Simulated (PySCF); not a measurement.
Species: C6H7FO.
Atom-mapped SMILES: `[CH2:1]=[CH:2][C@H:3]1[CH2:4][O:5][CH:6]=[C:7]1[F:8]`

NICS = −σ at a ghost point: NICS(0) at the centroid of the ring atoms, NICS(1) 1 Å to either side along the normal of their mean plane, zz for the tensor component along that normal. Level: GIAO PBE0/pcSseg-1 (PySCF, non-relativistic, gas phase) on the GFN2-xTB geometry, one conformer.

Ring bond lengths (Å), with Mayer bond orders in brackets: C3–C4 1.546 (0.99), C4–O5 1.433 (0.88), O5–C6 1.359 (1.00), C6–C7 1.326 (1.75), C7–C3 1.510 (1.02).

What do the NICS probes read (ppm)?

```json
{"ring": "C3–C4–O5–C6–C7", "type": "5-membered ring with O; formal bonds 1 double, 4 single", "NICS(0)": "-5.4", "NICS(1), two faces": "-1.9 / -1.5", "NICS(1)zz, two faces": "-1.7 / -0.7", "rms pucker (Å)": "0.01", "centre to ring atoms, mean (Å)": "1.22"}
```

What can be read from them?

- C3–C4–O5–C6–C7: mean NICS(1)zz -1.2 ppm, near zero. C3, C4 have four or more neighbours; no verdict on aromaticity is drawn.

What is the mean of the two in-plane components of NICS at the second NICS(1) probe listed for ring C3–C4–O5–C6–C7, 1 Å off the ring?

The isotropic value is a third of the trace: (3 × -1.5 − (-0.7))/2 = -1.9 ppm.

List the ring angles and the Hirshfeld charges of the ring atoms.

- C3–C4–O5–C6–C7: C3 99.2° (-0.037 e), C4 108.2° (+0.016 e), O5 108.0° (-0.134 e), C6 113.1° (-0.006 e), C7 111.3° (+0.042 e); sum 539.9° against 540° for a flat convex ring.

Shape of the structure used: `[CH2:1]=[CH:2][C@H:3]1[CH2:4][O:5][CH:6]=[C:7]1[F:8]`: C1–C2–C3–C4 129°.
